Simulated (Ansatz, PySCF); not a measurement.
Gas-phase reaction (SMILES): NB(N)N + O (H2O) → NB(N)O [diaminoborinic acid] + N (NH3); water cleaves one B-N bond, a model of a ligand-exchange step.

Structures are relaxed separately at B3LYP-D3(BJ)/def2-TZVP in Ansatz (a program for electronic structure), one conformer each, not searched for the lowest. Correlated levels leave the core frozen unless marked. No spin-orbit coupling. No relativistic terms. Basis-set limits of correlation are two-point, X^-3; Hartree-Fock from the larger set. The bracket is a focal-point correction in the basis named. Thermal terms are rigid-rotor harmonic-oscillator values from B3LYP-D3(BJ) frequencies (Ansatz or PySCF) at 298.15 K and 1 atm. 1 Eh = 627.5095 kcal/mol.

```csv
species,"E, RI-MP2/CBS(aug-cc-pVTZ,aug-cc-pVQZ)+[CCSD(T)-MP2]/aug-cc-pVTZ (Ansatz) (Eh)","E, wB97M-V/def2-TZVPD (Ansatz) (Eh)",H - E (Eh)
NB(N)N,-192.64057,-192.84548,0.09030
O (H2O),-76.37791,-76.43347,0.02495
NB(N)O,-212.52362,-212.74136,0.07821
N (NH3),-56.50756,-56.55014,0.03799
```

### Question
Work out ΔE and ΔH at 298.15 K at the first level, then ΔH at the second.

### Answer

1. ΔE = [(-212.52362) + (-56.50756)] - [(-192.64057) + (-76.37791)] = -0.01270 Eh = -8.0 kcal/mol at RI-MP2/CBS(aug-cc-pVTZ,aug-cc-pVQZ)+[CCSD(T)-MP2]/aug-cc-pVTZ.
2. The terms H - E add up to 0.00095 Eh, so ΔH = (-0.01270 + (0.00095))×627.5095 = -7.4 kcal/mol.
3. At wB97M-V/def2-TZVPD the same steps give ΔE = -7.9 and ΔH = -7.3 kcal/mol, a shift of +0.1 from the first level.
4. These values are not checked against measurement here, since the tables used lack a sound gas-phase enthalpy of formation for at least one species.
